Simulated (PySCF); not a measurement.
Frontier orbitals and the lowest excitations

Species: C₄H₁₀P₂S.
Z-matrix (Å and degrees, GFN2-xTB geometry), rows numbered from 1:
```
C 
C   1  1.4839
C   2  1.3283  1  124.41
P   3  1.8084  2  123.28  1    -2.84
S   4  1.9333  3  116.91  2   -68.25
C   4  1.8453  3  103.28  2   162.77
P   6  1.8666  4  114.50  3    78.44
H   1  1.0901  2  110.40  3  -117.10
H   1  1.0894  2  109.86  3   124.37
H   1  1.0901  2  110.78  3     4.27
H   2  1.0840  1  116.12  3   179.55
H   3  1.0840  2  121.36  1  -178.81
H   4  1.4034  3  103.65  2    59.77
H   6  1.0948  4  109.03  3   -44.62
H   6  1.0962  4  108.02  3  -161.79
H   7  1.3929  6   94.75  4    52.17
H   7  1.3975  6   95.96  4   -39.75
```

Method used: TDDFT CAM-B3LYP/def2-SVPD, vertical, gas phase, core orbitals frozen in the response (PySCF 2.14.0, density-fitted response routines).

Frontier orbitals with the atoms that hold most of them (Löwdin shares over 4%, at most four atoms; ? is withheld):

| orbital | ε (eV) | atoms |
| --- | --- | --- |
| LUMO+2 | 1.23 | S5 14%, H12 13%, C2 10%, C3 10% |
| LUMO+1 | 0.97 | C6 15%, S5 14%, P7 13%, H13 10% |
| LUMO | 0.18 | ? |
| HOMO | ? | ? |
| HOMO-1 | -7.85 | S5 72%, P4 15%, C6 4% |
| HOMO-2 | -8.87 | P7 62%, C6 11%, H17 7%, H16 7% |
| HOMO-3 | -9.50 | C3 34%, C2 28%, C1 8%, S5 7% |

(1) Give the leading atoms of the LUMO.

(2) Give the leading atoms of the HOMO.

(3) What is the HOMO energy, and the HOMO–LUMO gap?

## Answers

(1) C2 (bonded to 2 C and H) 29%; C3 (bonded to C, P and H) 25%; P4 (bonded to 2 C, S and H) 12%; S5 (bonded to P) 9%. By element: carbon 54% or more, phosphorus 12% or more, sulfur 9%.

(2) S5 (bonded to P) 72%; P4 (bonded to 2 C, S and H) 14%; C3 (bonded to C, P and H) 6%.

(3) ε(HOMO) = -7.75 eV; the gap is 7.93 eV (0.2914 hartree).

Problem. How does S1 compare with the orbital gap of 7.93 eV?

Solution. S1 is at 4.89 eV (f = 0.033), 3.03 eV below the gap, made of HOMO→LUMO (95%). 

Problem. Give energy, strength and leading configuration of S1 and S2, and follow the Löwdin shares of the leading atoms from the occupied to the empty orbital.

Solution. 
- S1 (4.89 eV, f 0.033), HOMO→LUMO (95%): S5 72% → 9%, P4 14% → 12%, C2 at most 4% → 29%, C3 6% → 25%
- S2 (5.06 eV, f 0.0081), HOMO-1→LUMO (95%): S5 72% → 9%, P4 15% → 12%, C2 at most 4% → 29%, C3 at most 4% → 25%

Löwdin shares depend on the basis, the more so with diffuse functions.

The run took about 2.7 min of CPU time (with the writing of density and orbital grids) (one thread, shared machine).

One conformer stands for the species.
